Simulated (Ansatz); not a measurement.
Reaction (cleavage of the Si–Al bond): `C[S][Al]([F])[SiH3]` + `SS` → `[SiH3]SS` + `C[S][AlH][F]`

Gas-phase electronic energies from Ansatz, PBE0-D4/def2-TZVP geometries. CCSD(T)/CBS adds triple-zeta CCSD(T) − MP2 to the extrapolated MP2 energy (def2 sets, frozen cores). This one scheme is used for every species. DFT in def2-TZVPP. One conformer a species, not always the lowest.

```json
{"level": "PBE0-D4", "ΔE (kcal/mol)": "-9.3"}
{"level": "B2PLYP", "ΔE (kcal/mol)": "-11.5"}
{"level": "SCS-MP2/def2-TZVPP", "ΔE (kcal/mol)": "-13.0"}
{"level": "MP2/CBS(def2)", "ΔE (kcal/mol)": "-14.2"}
```

**Question.** What does CCSD(T)/CBS give? (Estimate.)

**Answer.** The calculation gave: -11.3 kcal/mol. The listed levels differ from it by 2.0, -0.2, -1.7, -2.9 kcal/mol.

Largest T1 diagnostic among the species: 0.013.

From PBE to PBE0 (25 % exact exchange), in def2-TZVPP and without D4, ΔE moves by −0.9 kcal/mol.
